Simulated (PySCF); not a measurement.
In⁴²⁺: ionisation energy

In⁴²⁺ [He] 2s2 2p3 (4S) → In⁴³⁺ [He] 2s2 2p2 (3P), as a difference of total energies. Computed with PySCF 2.14 in an uncontracted even-tempered set (19 s from 19 bohr⁻², ratio 2.2; 12 p from 25 bohr⁻², ratio 2.2; 5 d from 95 bohr⁻², ratio 2.4; 5 f from 140 bohr⁻², ratio 2.4; 4 g from 210 bohr⁻², ratio 2.4), with scalar relativity by spin-free X2C-1e. Correlated levels: nothing frozen; virtual orbitals above 40 to 60 times the deepest correlated orbital energy dropped. The calculations carry no spin-orbit coupling.

```tsv
method	ionisation energy (eV)
UHF	6870.8
LDA	6866.1
PBE	6867.1
PBE0	6868.3
r2SCAN	6871.3
MN15	6872.3
r2SCANh	6871.4
MP2 (all electrons)	6870.6
SCS-MP2 (all electrons)	6870.1
```

Spin-orbit coupling is strong in these open shells (close to jj coupling). The scalar numbers leave it out and a first-order estimate fails, so it can dominate the gap to the real levels.

For this ion Breit and QED terms and the two-electron picture change, all absent here, outweigh the differences among the correlated methods.

For comparison: 6770 ± 50 eV (semi-empirical (NIST evaluation); NIST Atomic Spectra Database, ionization energies).
